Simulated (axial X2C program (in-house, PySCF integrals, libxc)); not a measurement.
## Potential curves of SrB⁺, 2c

All values were computed with an in-house relativistic program for diatomic molecules. Two-component (2c) means X2C with spin–orbit coupling and atomic mean-field two-electron Coulomb and Gaunt terms. Basis: Sr dyall-cv3z [13s12p8d5f1g], B dyall-v3z [7s6p2d1f] (cores contracted in-house); Gaussian nuclei, density fitting, unrestricted open shells. Masses: Sr 87.906 u, B 11.009 u.

State: Ω = 2 (⟨Sz⟩ = 1.00, ⟨Lz⟩ = 1.00 at PBE0). Energies in eV from the fragments at the same level (Sr+ + B). Fits are polynomials in 1 − R0/R over 0.85 to 1.23 times the lowest point R0.

```csv
R (Å),PBE0,r2SCAN0
2.2585,-0.6885,-0.6013
2.3624,-0.9559,-0.8740
2.4402,-1.0733,-0.9930
2.5181,-1.1351,-1.0547
2.5960,-1.1528,-1.0706
2.6869,-1.1308,-1.0451
2.7777,-1.0752,-0.9845
2.8945,-0.9713,-0.8723
3.0373,-0.8178,-0.7075
3.2450,-0.5869,-0.4616
```

The state is one determinant whose occupation by symmetry is held fixed; it was picked as the lowest of a PBE0 search that is not exhaustive. De is counted from the lowest determinant-based energies of the atoms at the same level, without counterpoise correction. Density functionals use the spin component along the axis (collinear). In 2c an atomic determinant is not the ground J level, so De misses part of the atomic spin–orbit lowering. This holds for PBE0, r2SCAN0. PBE0 can misorder states that lie within some tenths of an eV, so this need not be the ground state of the molecule. The nearest other 2c determinant of the search, Ω = 1, lies 0.27 eV up at the distance of the search. Without a current term, density functionals place determinants with orbital angular momentum somewhat too high. With several unpaired electrons one determinant need not be a pure state. Open-shell Ω = 0 determinants with evenly filled partner blocks cannot be reached by this program, so the Ω shown need not be the lowest component.

Task: Fit the PBE0 curve near its minimum: give the equilibrium distance, the harmonic wavenumber and the well depth.

Result: At PBE0, 2c: Re = 2.594 Å, ωe ≈ 397 cm⁻¹, De = 1.15 eV to Sr+ + B; Be follows as 0.256 cm⁻¹.

Task: What are Re, ωe and De at the r2SCAN0 level?

Result: At r2SCAN0, 2c: Re = 2.589 Å, ωe ≈ 407 cm⁻¹, De = 1.07 eV to Sr+ + B; Be follows as 0.257 cm⁻¹.
